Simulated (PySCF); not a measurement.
# Vibration and rotation of MgSb⁺

ROHF-CCSD(T) constants of MgSb⁺, ³Σ⁻ (triplet), unpaired electrons π ↑↑ (basis Mg x2c-SVPall, Sb x2c-SVPall; spin-free X2C with a Gaussian nucleus; PySCF 2.14; masses 23.9850 and 120.9038 u):

* ωe: 225.7 cm⁻¹
* ωexe: 1.1 cm⁻¹
* Be: 0.10468 cm⁻¹
* αe: 0.000677 cm⁻¹
* D (centrifugal): 9.01e-08 cm⁻¹
* De to Mg⁺ + Sb: 1.36 eV

Give the vibrational terms G(v) and spacings up to v = 6.

G(v) = ωe(v+½) − ωexe(v+½)².

```tsv
v	G(v) (cm⁻¹)	G(v) − G(v−1)	Bv (cm⁻¹)
0	112.6		0.1043
1	336.1	223.5	0.1037
2	557.4	221.3	0.1030
3	776.5	219.1	0.1023
4	993.4	216.9	0.1016
5	1208.1	214.7	0.1010
6	1420.6	212.5	0.1003
```

How well does the Morse estimate ωe²/(4ωexe) reproduce De, and what is D0?

It gives 1.44 eV, 106 % of the computed De. D0 = De − G(0) = 1.36 − 0.01 = 1.35 eV.

Correlated steps freeze 19 core orbitals. Correlated levels converge slowly with the basis: in double zeta they bind strong bonds too weakly, by up to about 1 eV, and carry superposition errors of some tenths. Spin–orbit coupling is left out, which matters for elements this heavy, above all for dissociation energies. For an ion De counts to the pair picked by the measured ionisation energies or electron affinities, which need not be the lowest pair at this level. The state was picked by a PBE0 search and need not be the measured ground state.
